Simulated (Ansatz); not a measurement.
Harmonic frequencies (cm⁻¹) at PBE0-D4/def2-TZVP from Ansatz: 95, 343, 463.

Which molecule is it?
A. `N#C[SiH2]`•
B. `C#[C][SnH2]`•
C. `[O][AlH2]`•
D. `[Br][Al][Br]`•

D.
